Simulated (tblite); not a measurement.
Compound: C₇H₈F₂Si.
Atom-mapped SMILES: `[CH:1]#[C:2][CH2:3][C:4](=[CH2:5])/[CH:6]=[C:7](/[F:8])[SiH2:9][F:10]` (hydrogens: H11 on C1; H12, H13 on C3; H14, H15 on C5; H16 on C6; H17, H18 on Si9)

Geometry (GFN2-xTB, Å), atoms numbered from 1 in this order:
```
atom  x, y, z in Å
C1    -3.647    0.707   -0.342
C2    -2.704    0.011   -0.581
C3    -1.537   -0.809   -0.849
C4    -0.411   -0.472    0.102
C5     0.054   -1.358    0.976
C6     0.068    0.901    0.018
C7     1.342    1.282    0.111
F8     1.577    2.628    0.046
Si9    2.949    0.292    0.223
F10    2.709   -1.100   -0.550
H11   -4.485    1.306   -0.143
H12   -1.808   -1.863   -0.751
H13   -1.210   -0.628   -1.879
H14    0.822   -1.104    1.686
H15   -0.332   -2.362    1.023
H16   -0.691    1.655   -0.161
H17    3.982    0.985   -0.529
H18    3.313   -0.065    1.587
```

Calculated harmonic vibrations of the isolated species, GFN2-xTB (tblite), most abundant isotopes, no scaling. Errors from tens to a few hundred cm⁻¹ against measured bands are possible. Modes of hydrogen on silicon can be 10 to 20 % off. One conformer, not necessarily the lowest.

Harmonic wavenumbers (cm⁻¹): 28.7, 43.6, 70.1, 106.1, 137.5, 148.0, 176.9, 265.1, 289.2, 328.4, 337.5, 359.9, 431.2, 490.9, 537.7, 562.1, 589.0, 640.2, 642.7, 689.8, 701.8, 717.6, 770.9, 821.5, 870.0, 890.5, 897.5, 943.4, 994.5, 1013.8, 1074.3, 1137.4, 1218.8, 1271.9, 1307.9, 1406.2, 1435.9, 1644.9, 1688.7, 2294.3, 2320.4, 2351.7, 2935.0, 2971.6, 3038.7, 3106.4, 3132.5, 3399.0.

A = 1884, B = 642.7, C = 517.3 MHz; mass 158.036 u (most abundant isotopes); point group C1, symmetry number 1.

Zero-point energy?

Half the sum of the wavenumbers: 26616 cm⁻¹ = 318.40 kJ/mol.

Entropy at 298.15 K, 1 bar (ideal gas, RRHO, classical rotation)?

Translation 172.00, rotation 128.11, vibration 164.49: S = 464.6 J/(mol K).

And Cp and H(298.15 K) − H(0)?

Cp = 190.36 J/(mol K), of which vibrations give 157.10 (their classical limit is 48 R = 399.1); H(298.15 K) − H(0) = 34.57 kJ/mol without the zero-point energy, 24.66 from vibrations.

Blend soft modes into free rotors: weight 1/[1 + (100 cm⁻¹/ν̃)⁴] for the oscillator and the rest for a rotor with moment μB/(μ + B), μ = h/(8π²ν), B = 10⁻⁴⁴ kg m². What vibrational entropy results?

146.68 J/(mol K) in place of 164.49, which changes −T·S at 298.15 K by +5.31 kJ/mol.

Which modes carry the vibrational entropy at 298.15 K?

28.7 cm⁻¹: 24.76; 43.6 cm⁻¹: 21.29; 70.1 cm⁻¹: 17.37; 106.1 cm⁻¹: 13.97; 137.5 cm⁻¹: 11.88; 148.0 cm⁻¹: 11.29 J/(mol K); the other 42 give 63.95 together.

Hindered rotation and anharmonicity are outside this model. Other conformers, if any are populated, would add a mixing term that is left out. The structure is chiral; the term R ln 2 for an equal mix with its mirror image is left out.
